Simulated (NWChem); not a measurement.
System: Ge₂H₅Cl; SMILES [Cl][GeH2][GeH3]

Excerpt of the output:

```
             Northwest Computational Chemistry Package (NWChem) 7.3.0
             --------------------------------------------------------

 CS  symmetry detected

                             Geometry "geometry" -> ""
                             -------------------------

 Output coordinates in angstroms (scale by  1.889725989 to convert to a.u.)

  No.       Tag          Charge          X              Y              Z
 ---- ---------------- ---------- -------------- -------------- --------------
    1 Cl                  17.0000     0.96597762    -2.04605040     0.00000000
    2 Ge                  32.0000    -0.71865537    -0.63917072     0.00000000
    3 Ge                  32.0000     0.25858792     1.59191123     0.00000000
    4 H                    1.0000    -1.55531351    -0.94858003    -1.26958258
    5 H                    1.0000    -1.55531351    -0.94858003     1.26958258
    6 H                    1.0000     1.13467521     1.76184228     1.26410376
    7 H                    1.0000     1.13467521     1.76184228    -1.26410376
    8 H                    1.0000    -0.85818439     2.66863603     0.00000000

 Effective nuclear repulsion energy (a.u.)     525.2230086565

      Symmetry information
      --------------------

 Group name             Cs
 Group number              2
 Group order               2
 No. of unique centers     6

                                 NWChem DFT Module
                                 -----------------

 Summary of "ao basis" -> "ao basis" (spherical)
 ------------------------------------------------------------------------------
       Tag                 Description            Shells   Functions and Types
 ---------------- ------------------------------  ------  ---------------------
 Cl                         def2-svp                 8       18   4s3p1d
 Ge                         def2-svp                12       32   5s4p3d
 H                          def2-svp                 3        5   2s1p

      Symmetry analysis of basis
      --------------------------

        a'         71
        a"         36

            General Information
            -------------------
          SCF calculation type: DFT
          Wavefunction type:  closed shell.
          No. of atoms     :     8
          No. of electrons :    86
           Alpha electrons :    43
            Beta electrons :    43
          Charge           :     0
          Spin multiplicity:     1
          Use of symmetry is: on ; symmetry adaption is: on
          Maximum number of iterations: 150
          AO basis - number of functions:   107
                     number of shells:    47
          Convergence on energy requested:  1.00D-06
          Convergence on density requested:  1.00D-05
          Convergence on gradient requested:  5.00D-04

              XC Information
              --------------
                         MN15 Method XC Functional
                     Hartree-Fock (Exact) Exchange  0.440
                          MN15 Exchange Functional  1.000
                        MN15 Correlation Potential  1.000

             Grid Information
             ----------------
          Grid used for XC integration:  xcoarse
          Radial quadrature: Mura-Knowles
          Angular quadrature: Lebedev.
          Tag              B.-S. Rad. Rad. Pts. Rad. Cut. Ang. Pts.
          ---              ---------- --------- --------- ---------
          Cl                  1.00       42          12.0       194
          Ge                  1.25       75           9.0       194
          H                   0.35       21          11.0       194
          Grid pruning is: on
          Number of quadrature shells:   255
          Spatial weights used:  Erf1

      Superposition of Atomic Density Guess
      -------------------------------------

 Sum of atomic energies:       -4611.90689497

      Non-variational initial energy
      ------------------------------

 Total energy =   -4612.659981
 1-e energy   =   -7475.489441
 2-e energy   =    2337.606452
 HOMO         =      -0.301929
 LUMO         =       0.030709

      Symmetry analysis of molecular orbitals - initial
      -------------------------------------------------

  Numbering of irreducible representations:

     1 a'          2 a"

  Orbital symmetries:

     1 a'          2 a'          3 a'          4 a'          5 a'
     6 a"          7 a'          8 a'          9 a"         10 a'
    11 a'         12 a'         13 a'         14 a'         15 a"
    16 a'         17 a'         18 a"         19 a'         20 a'
    21 a"         22 a'         23 a'         24 a'         25 a"
    26 a'         27 a"         28 a'         29 a'         30 a"
    31 a'         32 a"         33 a'         34 a'         35 a'
    36 a'         37 a'         38 a"         39 a'         40 a"
    41 a'         42 a"         43 a'         44 a'         45 a'
    46 a"         47 a'         48 a'         49 a'         50 a"
    51 a'         52 a'         53 a"

     ---------------------------------------------
      Total Density - Mulliken Population Analysis
     ---------------------------------------------

[...]

                         DFT ENERGY GRADIENTS

    atom               coordinates                        gradient
                 x          y          z           x          y          z
   1 Cl      1.825433  -3.866475   0.000000    0.007067  -0.006119   0.000000
   2 Ge     -1.358062  -1.207858   0.000000   -0.007890   0.001407   0.000000
   3 Ge      0.488660   3.008276   0.000000    0.000177   0.002678   0.000000
   4 H      -2.939116  -1.792556  -2.399163   -0.000436   0.000090  -0.000888
   5 H      -2.939116  -1.792556   2.399163   -0.000436   0.000090   0.000888
   6 H       2.144225   3.329399   2.388810    0.001252   0.000431   0.002049
   7 H       2.144225   3.329399  -2.388810    0.001252   0.000431  -0.002049
   8 H      -1.621733   5.042991   0.000000   -0.000986   0.000992   0.000000
```

Level: MN15/def2-SVP. All runs use the structure optimised with PBE-D3(BJ)/def2-SVP.

### Question
Write an input that gives this output.

### Answer
This is not unique; one that fits is the input that was run:
```
start job
memory heap 200 mb stack 900 mb global 1100 mb
geometry units angstroms noautoz
  Cl     0.970492    -2.009059     0.196182
  Ge    -0.714068    -0.618135    -0.015683
  Ge     0.246532     1.620132    -0.003867
  H     -1.423969    -0.980286    -1.347017
  H     -1.666445    -0.889274     1.178905
  H      0.995599     1.843424     1.331598
  H      1.239591     1.752128    -1.183153
  H     -0.870847     2.686133    -0.150920
end
basis spherical
  * library def2-svp
end
dft
  xc mn15
  grid xcoarse
  iterations 150
  mulliken
end
task dft gradient
```
